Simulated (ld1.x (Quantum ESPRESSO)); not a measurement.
## Ta (Z = 73): one change to an ultrasoft potential, before and after

ld1.x (Quantum ESPRESSO) 7.5 input, shortened:

```
&input
   title='Ta', zed=73., rel=1, dft='WC', iswitch=3,
   config='[Xe] 4f14 5d3 6s1 6p1'
 /
 &inputp
   pseudotype=3, tm=.true., lloc=-2, rcloc=2.50,
   nlcc=.true., new_core_ps=.true., rcore=1.05,
   which_augfun='PSQ', rmatch_augfun=1.80
 /
6
6S  1  0   1.00   0.00  1.95  2.65  0.0
6S  1  0   0.00   2.10  1.95  2.65  0.0
6P  2  1   1.00   0.00  3.00  3.90  0.0
6P  2  1   0.00   0.40  3.00  3.90  0.0
5D  3  2   3.00   0.00  1.65  1.95  0.0
5D  3  2   0.00   1.05  1.65  1.95  0.0
 &test
   configts(1)='5d3 6s1 6p1'
 /
```

Change: waves 6p (bound): rcut 2.68, rcutus 2.84 bohr; 6p channel at 0.4 Ry: rcut 2.68, rcutus 2.84 bohr.

Cutoffs: the cutoffs (Ry, on a coarse ladder) from which the occupation-weighted sum of valence levels, in a spherical-Bessel basis at the reference potential, stays within 10 and 1 mRy of its value at 400 Ry; they do not see the model core or the augmentation charge, which bear on the density cutoff. Errors are all-electron minus pseudo energies relative to the spin-unpolarised reference configuration.

Problem. Predict the effect on cutoff, ghosts and configuration errors.

Solution. The potential gets neither clearly harder nor softer (25 Ry and 30 Ry → 25 Ry and 30 Ry); the p channel binds one level more than in the base; of the 7 tests that both files solve, the error grows in 1 and shrinks in 0 by more than 15 % and 0.3 meV (median size 11.1 → 12.5 meV); neither file shows a bound ghost.

```csv
quantity,base,changed
"cutoff, loose",25 Ry,25 Ry
"cutoff, tight",30 Ry,30 Ry
bound ghosts,none,none
"error for 5d3 6s2 6p0, meV [ΔE -4.26 eV]",-2.9,-3.0
"error for 5d3 6s1 6p0, meV [ΔE 4.26 eV]",-2.8,-2.8
"error for 5d3 6s0 6p0, meV [ΔE 19.23 eV]",-31,-31
"error for 5d1 6s0 6p0, meV [ΔE 77.88 eV]",-1163,-1163
"error for 5d3 6s0 6p1, meV [ΔE 9.43 eV]",-11,-12
"error for 5d3 6s1.5 6p0, meV [ΔE -0.77 eV]",-1.9,-1.9
"error for 5d2 6s2 6p1, meV [ΔE -1.21 eV]",-35,-46
lowest overlap eigenvalue by channel,"s 0.65, p 0.54, d 0.96","s 0.65, p 0.66, d 0.96"
```
